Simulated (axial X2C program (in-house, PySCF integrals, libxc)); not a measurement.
**LiRu⁺ along the bond: PBE0, without spin–orbit coupling**

Calculated with an in-house relativistic program for diatomic molecules. Spin-free means the one-electron spin-free X2C Hamiltonian. Basis: Ru dyall-cv3z [12s12p8d5f3g], Li dyall-cv3z [7s8p2d] (cores contracted in-house); Gaussian nuclei, density fitting, unrestricted open shells. Masses: Ru 101.904 u, Li 7.016 u.

State: M_S = 2, Λ = 2 (beyond evenly filled blocks: σα, π+α, π-α, δ+α, δ+β, δ-α). Dipoles are positive if Li is the positive end and refer to the centre of mass.

```json
{"R (Å)": "2.434", "μ (D)": "6.437", "HOMO (eV)": "-11.06", "LUMO (eV)": "-7.76", "⟨S²⟩": "6.003"}
{"R (Å)": "2.546", "μ (D)": "6.840", "HOMO (eV)": "-10.94", "LUMO (eV)": "-7.68", "⟨S²⟩": "6.003"}
{"R (Å)": "2.630", "μ (D)": "7.155", "HOMO (eV)": "-10.85", "LUMO (eV)": "-7.63", "⟨S²⟩": "6.003"}
{"R (Å)": "2.714", "μ (D)": "7.481", "HOMO (eV)": "-10.75", "LUMO (eV)": "-7.57", "⟨S²⟩": "6.003"}
{"R (Å)": "2.798", "μ (D)": "7.815", "HOMO (eV)": "-10.66", "LUMO (eV)": "-7.51", "⟨S²⟩": "6.003"}
{"R (Å)": "2.896", "μ (D)": "8.217", "HOMO (eV)": "-10.56", "LUMO (eV)": "-7.44", "⟨S²⟩": "6.003"}
{"R (Å)": "2.994", "μ (D)": "8.629", "HOMO (eV)": "-10.45", "LUMO (eV)": "-7.37", "⟨S²⟩": "6.003"}
{"R (Å)": "3.120", "μ (D)": "9.174", "HOMO (eV)": "-10.32", "LUMO (eV)": "-7.28", "⟨S²⟩": "6.003"}
{"R (Å)": "3.274", "μ (D)": "9.859", "HOMO (eV)": "-10.17", "LUMO (eV)": "-7.16", "⟨S²⟩": "6.003"}
{"R (Å)": "3.498", "μ (D)": "10.887", "HOMO (eV)": "-9.94", "LUMO (eV)": "-7.00", "⟨S²⟩": "6.003"}
```

Question: The minimum lies at 2.790 Å. What is the dipole moment there?

Answer: At PBE0, spin-free, with the sign and origin stated: μ = 7.78 D.

The state is one determinant whose occupation by symmetry is held fixed; it was picked as the lowest of a PBE0 search that is not exhaustive. PBE0 can misorder states that lie within some tenths of an eV, so this need not be the ground state of the molecule. The nearest other spin-free determinant of the search, M_S = 2, Λ = 0, lies 0.07 eV up at the distance of the search. Without a current term, density functionals place determinants with orbital angular momentum somewhat too high.
